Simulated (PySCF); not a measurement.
```xyz
10

C     -2.0152    -0.3056    -0.1637
O     -0.6478    -0.3439    -0.5550
Si     0.5982     0.5197     0.0464
Si     2.6333    -0.3113     0.3445
H     -2.2225     0.5500     0.4848
H     -2.6317    -0.2360    -1.0599
H     -2.2607    -1.2257     0.3694
H      0.0351     1.5164     1.0047
H      3.4837     0.9154     0.3999
H      3.0275    -1.0790    -0.8710
```

Charge 0, multiplicity 1.

### Question
Give the Mulliken and meta-Löwdin atomic charges from TPSSh-D3(BJ)/def2-TZVP // B3LYP-D3(BJ)/def2-TZVP (PySCF).

### Answer

| atom | Mulliken (e) | meta-Löwdin (e) |
|---|---|---|
| C1 | -0.18 | -0.10 |
| O2 | -0.32 | -0.57 |
| Si3 | 0.32 | 0.62 |
| Si4 | -0.15 | -0.07 |
| H5 | 0.12 | 0.10 |
| H6 | 0.13 | 0.12 |
| H7 | 0.13 | 0.12 |
| H8 | -0.03 | -0.10 |
| H9 | -0.01 | -0.06 |
| H10 | -0.01 | -0.06 |
